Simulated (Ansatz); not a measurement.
The cluster Si2Mo5⁻, relaxed as a doublet with UKS PBE-D4/def2-SVPD in Ansatz, starting from the GFN1-xTB geometry. Force threshold 0.02 eV/Å.

In the def2 sets Mo takes a core potential; there is no spin–orbit coupling. The structure comes from a short search, and lower isomers may exist.

Start:

Cartesian coordinates in Å:
```
Mo -0.613 -1.847 0.204
Mo -1.066 0.181 -1.349
Mo 1.343 -0.740 -1.045
Mo 0.274 0.488 1.014
Mo -1.475 2.182 0.232
Si 0.307 2.973 1.709
Si 1.230 -3.237 -0.766
```

| step | energy (eV) | largest force component (eV/Å) | SCF passes |
| --- | --- | --- | --- |
| 1 | -25023.9142 | 3.024 | 152 |
| 2 | -25025.0173 | 1.855 | 104 |
| 3 | -25025.5889 | 0.508 | 72 |
| 4 | -25025.7811 | 0.464 | 63 |
| 5 | -25025.9214 | 0.608 | 64 |
| 6 | -25026.1403 | 0.626 | 66 |
| 7 | -25026.3788 | 0.628 | 67 |
| 8 | -25026.6678 | 0.809 | 71 |
| 9 | -25026.9854 | 0.730 | 72 |
| 10 | -25027.3365 | 0.819 | 73 |
| 11 | -25027.5986 | 0.592 | 62 |
| 12 | -25027.6832 | 0.438 | 56 |
| 13 | -25027.7058 | 0.464 | 53 |
| 14 | -25027.7237 | 0.170 | 47 |
| 15 | -25027.7343 | 0.105 | 48 |
| 16 | -25027.7398 | 0.080 | 53 |
| 17 | -25027.7412 | 0.036 | 40 |
| 18 | -25027.7417 | 0.028 | 40 |
| 19 | -25027.7418 | 0.023 | 43 |
| 20 | -25027.7418 | 0.009 | 41 |

Force components are those of the run's own axes.

End:

```xyz
7

Mo   -0.623   -1.295    0.162
Mo   -0.669    0.716   -1.423
Mo    1.325   -0.369   -0.609
Mo    0.001    0.317    1.858
Mo   -1.689    1.265    0.735
Si    0.612    2.132    0.198
Si    1.044   -2.766   -0.922
```

Bonds formed: Mo1–Mo5, Mo2–Si6, Mo3–Mo5, Mo3–Si6 (atoms count from 1).

No frequencies were taken in this run, so the end may be a saddle point.

It took 4.8 min on 4 threads of Arm Neoverse V2 on a shared host.
